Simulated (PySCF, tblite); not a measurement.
Species: C4H3Cl3FO (doublet state).
SMILES: `[O]/C=C(\CF)C(Cl)(Cl)Cl`

Jobs on this species (12 atoms, 95 electrons) with PySCF (density fitting) and tblite. Hardware of each: Intel Xeon at 2.50 GHz, one thread, no GPU, on a shared host. Other jobs ran on the host; a repeat could differ by tens of per cent or more.

```json
{"level and settings": "UKS B3LYP, pcH-1 on C Cl F H O, non-relativistic, mean-field spin-orbit, GIAO", "work": "unrestricted SCF, g, hyperfine, density and orbital grids written", "basis functions": "285", "SCF cycles": "?", "wall time": "?"}
{"level and settings": "GFN2-xTB", "work": "Hessian by finite differences", "basis functions": "–", "SCF cycles": "–", "wall time": "2.0 s"}
{"level and settings": "GFN2-xTB", "work": "L-BFGS relaxation", "basis functions": "–", "SCF cycles": "–", "wall time": "2.0 s"}
```

Fill in the missing figures.

- UKS B3LYP, pcH-1 on C Cl F H O, non-relativistic, mean-field spin-orbit, GIAO; unrestricted SCF, g, hyperfine, density and orbital grids written: 4.5 min, 17 SCF cycles

What do all jobs in the table cost together?

About 4.6 min; the longest takes about 99 % of that, and about 140 times as long as the shortest.
